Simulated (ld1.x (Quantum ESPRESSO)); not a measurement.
## phosphorus: one change to a TM potential, before and after

ld1.x (Quantum ESPRESSO) 7.5 input, shortened:

```
&input
   title='P', zed=15., rel=1, dft='PBE', iswitch=3,
   config='[Ne] 3s2 3p3 3d-2'
 /
 &inputp
   pseudotype=2, tm=.true., lloc=-2, rcloc=1.50,
   nlcc=.true., new_core_ps=.true., rcore=1.50
 /
3
3S  1  0   2.00   0.00  1.50  1.50  0.0
3P  2  1   3.00   0.00  1.75  1.75  0.0
3D  3  2  -2.00   0.30  1.80  1.80  0.0
 &test
   configts(1)='3s2 3p3'
 /
```

Change: local potential the p channel.

Cutoffs: the cutoffs (Ry, on a coarse ladder) from which the occupation-weighted sum of valence levels, in a spherical-Bessel basis at the reference potential, stays within 10 and 1 mRy of its value at 400 Ry; they do not see the model core or the augmentation charge, which bear on the density cutoff. Errors are all-electron minus pseudo energies relative to the spin-unpolarised reference configuration.

Task: How do hardness, ghosts and transferability respond?

Result: The potential gets neither clearly harder nor softer (21 Ry and 50 Ry → 21 Ry and 50 Ry); of the 7 tests that both files solve, the error grows in 1 and shrinks in 4 by more than 15 % and 0.3 meV (median size 4.1 → 4.9 meV); the range in which the s phases agree widens (upper end 3.1 → 4.6); neither file shows a bound ghost.

| quantity | base | changed |
| --- | --- | --- |
| cutoff, loose | 21 Ry | 21 Ry |
| cutoff, tight | 50 Ry | 50 Ry |
| bound ghosts | none | none |
| error for 3s2 3p2, meV [ΔE 9.73 eV] | +2.7 | +1.7 |
| error for 3s2 3p1, meV [ΔE 28.88 eV] | +21 | +14 |
| error for 3s2 3p0, meV [ΔE 58.62 eV] | +74 | +53 |
| error for 3s0 3p5, meV [ΔE 17.20 eV] | -4.1 | -4.9 |
| error for 3s1 3p0, meV [ΔE 110.62 eV] | +225 | +188 |
| error for 3s2 3p3.3, meV [ΔE -1.31 eV] | +0.2 | +0.1 |
| error for 3s2 3p2.5, meV [ΔE 3.77 eV] | +0.4 | +0.2 |
| s: phases at 1.96 bohr within 0.05 rad from the reference energy up to (Ry; the scan ends near 5) | 3.1 | 4.6 |
| p: phases at 1.96 bohr within 0.05 rad from the reference energy up to (Ry; the scan ends near 5) | 4.5 | to the end of the scan |
| d: phases at 1.96 bohr within 0.05 rad from the reference energy up to (Ry; the scan ends near 5) | to the end of the scan | to the end of the scan |
